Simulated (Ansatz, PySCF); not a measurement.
Pulling on the Si1–F2 bond in FHOSi (SMILES O[Si]F) (multiplicity 1 held, fragments rigid). Energies count from the point at 1.628 Å.
Geometry at that point (charge 0, multiplicity 1):
```xyz
4

Si     0.00937     0.00603     0.61023
F     -0.73513     1.02563    -0.41740
O      0.73079    -1.04613    -0.42561
H      0.63861    -0.94607    -1.38174
```

Unrestricted levels (U-) break spin symmetry where that is lower. Left out are points that failed, MP2 points in a non-variational dive below the minimum, coupled-cluster points behind a sign of a changed root (a jump of the amplitudes, or a one-step jump against full CI or MRCI), small-basis points behind a change of solution, and semi-empirical points at long bonds. Curves can end on different states.

Frozen-core correlation. Rows in 6-31G* carry no dispersion term and start afresh at each structure (6-31G* with six Cartesian d functions). MP2/6-31G* freezes PySCF's default core.

Codes used: Ansatz (Gaussian orbitals); PySCF for 6-31G* rows. 

Energies in kJ/mol.

```json
[
 {"R (Å)": "1.302", "R-HF/6-31G*": "289", "U-B3LYP/6-31G*": "313", "R-MP2/6-31G*": "327", "U-CCSD/cc-pV(T+d)Z": "272"},
 {"R (Å)": "1.465", "R-HF/6-31G*": "43", "U-B3LYP/6-31G*": "56", "R-MP2/6-31G*": "60", "U-CCSD/cc-pV(T+d)Z": "42"},
 {"R (Å)": "1.628", "R-HF/6-31G*": "0", "U-B3LYP/6-31G*": "0", "R-MP2/6-31G*": "0", "U-CCSD/cc-pV(T+d)Z": "0"},
 {"R (Å)": "1.791", "R-HF/6-31G*": "40", "U-B3LYP/6-31G*": "28", "R-MP2/6-31G*": "29", "U-CCSD/cc-pV(T+d)Z": "33"},
 {"R (Å)": "1.953", "R-HF/6-31G*": "111", "U-B3LYP/6-31G*": "87", "R-MP2/6-31G*": "92", "U-CCSD/cc-pV(T+d)Z": "94"},
 {"R (Å)": "2.198", "R-HF/6-31G*": "228", "U-B3LYP/6-31G*": "189", "R-MP2/6-31G*": "202", "U-CCSD/cc-pV(T+d)Z": "197"},
 {"R (Å)": "2.442", "R-HF/6-31G*": "335", "U-B3LYP/6-31G*": "283", "R-MP2/6-31G*": "306", "U-CCSD/cc-pV(T+d)Z": "294"},
 {"R (Å)": "2.849", "R-HF/6-31G*": "478", "U-B3LYP/6-31G*": "407", "R-MP2/6-31G*": "447", "U-CCSD/cc-pV(T+d)Z": "433"},
 {"R (Å)": "3.256", "R-HF/6-31G*": "583", "U-B3LYP/6-31G*": "481", "R-MP2/6-31G*": "552", "U-CCSD/cc-pV(T+d)Z": "531"},
 {"R (Å)": "3.744", "R-HF/6-31G*": "677", "U-B3LYP/6-31G*": "528", "R-MP2/6-31G*": "646", "U-CCSD/cc-pV(T+d)Z": "592"},
 {"R (Å)": "4.395", "R-HF/6-31G*": "767", "U-B3LYP/6-31G*": "left out", "R-MP2/6-31G*": "730", "U-CCSD/cc-pV(T+d)Z": "611"},
 {"R (Å)": "5.209", "R-HF/6-31G*": "836", "U-B3LYP/6-31G*": "left out", "R-MP2/6-31G*": "777", "U-CCSD/cc-pV(T+d)Z": "613"}
]
```

Doubts at one or more of the structures used: a restricted determinant that unrestricted orbitals would lower (R-HF/6-31G*, R-MP2/6-31G*); a spin-contaminated determinant (U-B3LYP/6-31G*, U-CCSD/cc-pV(T+d)Z); T1 above 0.05 (U-CCSD/cc-pV(T+d)Z).

Ansatz is a quantum-chemistry and plane-wave program.
